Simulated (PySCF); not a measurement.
Magnetic shielding above rings: a mixed set.

Probes without a nucleus sit at each ring's centroid and 1 Å off its mean plane on both sides; NICS is minus the shielding there, NICSzz its component along the normal. Level: GIAO PBE0/pcSseg-1 (PySCF, non-relativistic, gas phase) on the GFN2-xTB geometries, one conformer each. Atom numbers follow the mapped SMILES.

Question: Order these rings by mean NICS(1)zz, lowest (most negative) first (ppm).
A. ring C3–N4–C5–C6–S7 in `[SiH3:1][SiH2:2][c:3]1[n:4][cH:5][cH:6][s:7]1`
B. ring C3–C4–C5–C6–Si8 in `[CH3:1][SiH2:2][C@@H:3]1[CH2:4][CH2:5][C@H:6]([CH3:7])[SiH2:8]1`
C. ring C2–C3–Si4–S5–Si6–Si7 in `[CH2:1]=[C:2]1[CH2:3][SiH2:4][S:5][SiH2:6][SiH2:7]1`
D. ring C4–C5–N6–C8–S9 in `[CH3:1][C:2](=[O:3])[c:4]1[cH:5][n+:6]([CH3:7])[cH:8][s:9]1` (charge +1)
E. ring C5–C6–C7–O8–C9 in `[SiH3:1][N:2]1[SiH2:3][CH2:4][c:5]2[cH:6][cH:7][o:8][c:9]21`
F. ring Si6–S7–C8–C9–S10 in `[CH3:1]/[C:2]([F:3])=[C:4](\[CH3:5])[SiH:6]1[S:7][CH2:8][CH2:9][S:10]1`

Answer: A (-29.9), D (-25.4), E (-20.8), F (-3.9), B (-1.8), C (5.0).

```tsv
SMILES	ring	NICS(0)	NICS(1)	NICS(1)zz	HOMA	rms pucker (Å)	ring atoms with four or more neighbours
[SiH3][SiH2]c1nccs1	5-membered ring with N and S; formal bonds all aromatic	-12.8	-12.5	-29.9	0.77	0.00	0
CC(=O)c1c[n+](C)cs1	5-membered ring with N and S; formal bonds all aromatic	-12.9	-11.1	-25.4	0.90	0.00	0
[SiH3]N1[SiH2]Cc2ccoc21	5-membered ring with O; formal bonds all aromatic	-10.7	-8.8	-20.8	0.39	0.00	0
C/C(F)=C(\C)[SiH]1SCCS1	5-membered ring with 2 S and Si; formal bonds all single	-9.3	-5.3	-3.9	–	0.24	3
C[SiH2][C@@H]1CC[C@H](C)[SiH2]1	5-membered ring with Si; formal bonds all single	-4.9	-3.8	-1.8	–	0.20	5
C=C1C[SiH2]S[SiH2][SiH2]1	6-membered ring with S and 3 Si; formal bonds all single	-1.7	-1.6	5.0	–	0.29	4
```

NICS(0) gives another order. The isotropic NICS(1) gives the same order. HOMA uses Krygowski's 1993 parameters; it is left out where a ring has a four-coordinate atom, a triple bond, no multiple bond or a kind of bond without parameters. NICS(1) and NICS(1)zz are means over the two faces.
